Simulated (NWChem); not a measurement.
System meant: SeCl2, triplet; SMILES of the neutral closed-shell parent Cl[Se]Cl

Here is an NWChem input.

```
start job
memory heap 200 mb stack 900 mb global 1100 mb
geometry units angstroms noautoz
  Se     0.106266     0.033406     0.000000
  Cl    -0.896784    -2.003688     0.000000
  Cl     0.029995     2.302657     0.000000
end
basis spherical
  * library def2-svp
end
dft
  odft
  mult 3
  xc b3lyp
  iterations 4
  mulliken
end
task dft energy
```

End of the output:

```
     --------------------------
     Expectation value of S2:
     --------------------------
      <S2> =      2.0032 (Exact =     2.0000)

 center of mass
 --------------
 x =   0.00000000 y =   0.00000000 z =   0.03146658

 moments of inertia (a.u.)
 ------------------
          40.346306137557           0.000000000000           0.000000000000
           0.000000000000        1251.863817318103           0.000000000000
           0.000000000000           0.000000000000        1211.517511180546

     Multipole analysis of the density
     ---------------------------------

     L   x y z        total         alpha         beta         nuclear
     -   - - -        -----         -----         ----         -------
     0   0 0 0     -0.000000    -35.000000    -33.000000     68.000000

     1   1 0 0      0.000000      0.000000      0.000000      0.000000
     1   0 1 0      0.000000      0.000000     -0.000000      0.000000
     1   0 0 1      0.270367      0.065602      0.204766      0.000000

     2   2 0 0    -34.697391   -319.676738   -303.996204    588.975551
     2   1 1 0      0.000000      0.000000     -0.000000      0.000000
     2   1 0 1     -0.000000     -0.000000     -0.000000      0.000000
     2   0 2 0    -31.036513    -17.432790    -13.603723      0.000000
     2   0 1 1     -0.000000     -0.000000     -0.000000      0.000000
     2   0 0 2    -31.456921    -26.773584    -23.181558     18.498222

 ------------------------------------------------------------------------
 dft energy failed                                                                                  0
 ------------------------------------------------------------------------
 ------------------------------------------------------------------------
  current input line :
    18: task dft energy
 ------------------------------------------------------------------------
 ------------------------------------------------------------------------
 This type of error is most commonly associated with calculations not reaching convergence criteria
 ------------------------------------------------------------------------
 For more information see the NWChem manual at https://nwchemgit.github.io

0:dft energy failed:Received an Error in Communication
```

Question: What is wrong, and how is it mended?

Answer: Convergence was not reached. Cause: the SCF was allowed too few iterations. This input runs:
```
start job
memory heap 200 mb stack 900 mb global 1100 mb
geometry units angstroms noautoz
  Se     0.106266     0.033406     0.000000
  Cl    -0.896784    -2.003688     0.000000
  Cl     0.029995     2.302657     0.000000
end
basis spherical
  Se library def2-svp
  Cl library def2-svp
end
dft
  odft
  mult 3
  xc b3lyp
  iterations 150
  mulliken
end
task dft energy
```
It converges to -3321.39770 Ha (B3LYP/def2-SVP, spin-unrestricted).
